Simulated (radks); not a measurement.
Spherical quantum dot in the effective-mass picture: electrons in a hard-walled sphere of radius 3.52, all in effective atomic units (hartree* = m*/eps^2 hartree, bohr* = eps/m* bohr), one dielectric constant everywhere. Calculated with a radial shooting solver with Libxc functionals: non-relativistic Kohn-Sham, PBEsol, spin-polarised, spherical densities. Levels are named by radial order and angular momentum (1s, 1p, 1d, 2s, ...), and open shells are averaged over m. Each electron was tried in the lowest free levels, single moves between levels near the top were tried too, and the lowest total energy was kept; such a search can miss a lower state. At N = 1 the Hartree and exchange-correlation terms need not cancel, so that row can carry a self-interaction error.

\begin{tabular}{lrrrrrrr}
N & open shells & 2S & E (hartree*) & mu = E(N) - E(N-1) (hartree*) & addition energy mu(N+1) - mu(N) (hartree*) & e(HOMO) (hartree*) & rms radius (bohr*) \\ \hline
1 & 1s(up 1, down 0) & 1 & 0.403989 & 0.40399 & 0.4532 & 0.58057 & 1.887 \\
2 & none & 0 & 1.26121 & 0.85722 & 0.7146 & 1.0336 & 1.968 \\
3 & 1p(up 1, down 0) & 1 & 2.83307 & 1.5719 & 0.3536 & 1.7461 & 2.091 \\
4 & 1p(up 2, down 0) & 2 & 4.75849 & 1.9254 & 0.3624 & 2.1059 & 2.160 \\
5 & 1p(up 3, down 0) & 3 & 7.04626 & 2.2878 & 0.4637 & 2.4700 & 2.208 \\
6 & 1p(up 3, down 1) & 2 & 9.79769 & 2.7514 & 0.3438 & 2.9211 & 2.247 \\
7 & 1p(up 3, down 2) & 1 & 12.8929 & 3.0952 & 0.3521 & 3.2705 & 2.278 \\
8 & none & 0 & 16.3402 & 3.4473 & 0.7796 & 3.6246 & 2.304 \\
9 & 1d(up 1, down 0) & 1 & 20.5671 & 4.2269 & 0.3426 & 4.3978 & 2.337 \\
10 & 1d(up 2, down 0) & 2 & 25.1366 & 4.5695 & 0.3444 & 4.7414 & 2.365 \\
11 & 1d(up 3, down 0) & 3 & 30.0504 & 4.9139 & 0.3454 & 5.0864 & 2.388 \\
12 & 1d(up 4, down 0) & 4 & 35.3097 & 5.2592 & 0.3458 & 5.4321 & 2.409 \\
13 & 1d(up 5, down 0) & 5 & 40.9148 & 5.6051 & 0.4398 & 5.7780 & 2.427 \\
14 & 1d(up 5, down 1) & 4 & 46.9596 & 6.0449 & 0.3367 & 6.2128 & 2.444 \\
15 & 1d(up 5, down 2) & 3 & 53.3412 & 6.3816 & 0.3387 & 6.5507 & 2.459 \\
16 & 1d(up 5, down 3) & 2 & 60.0615 & 6.7203 & 0.3398 & 6.8900 & 2.473 \\
17 & 1d(up 5, down 4) & 1 & 67.1216 & 7.0601 & 0.3405 & 7.2303 & 2.486 \\
18 & none & 0 & 74.5222 & 7.4006 & 0.8521 & 7.5710 & 2.498 \\
19 & 1f(up 1, down 0) & 1 & 82.7748 & 8.2527 & 0.3343 & 8.4197 & 2.511 \\
20 & 1f(up 2, down 0) & 2 & 91.3618 & 8.5870 & 0.3348 & 8.7543 & 2.524 \\
21 & 1f(up 3, down 0) & 3 & 100.284 & 8.9217 & 0.3351 & 9.0892 & 2.536 \\
22 & 1f(up 4, down 0) & 4 & 109.540 & 9.2568 & 0.3353 & 9.4244 & 2.546 \\
23 & 1f(up 5, down 0) & 5 & 119.132 & 9.5921 & 0.3354 & 9.7598 & 2.557 \\
24 & 1f(up 6, down 0) & 6 & 129.060 & 9.9275 & - & 10.095 & 2.566 \\
\end{tabular}

All shells are closed at N = 2, 8, 18 (there: 1s2 1p6 1d10); the second difference of the energy has clear peaks (12 % above both neighbours; the first and last values, which can be the largest, are not judged, and half-filled shells can peak too) at N = 2, 5, 8, 13, 18.
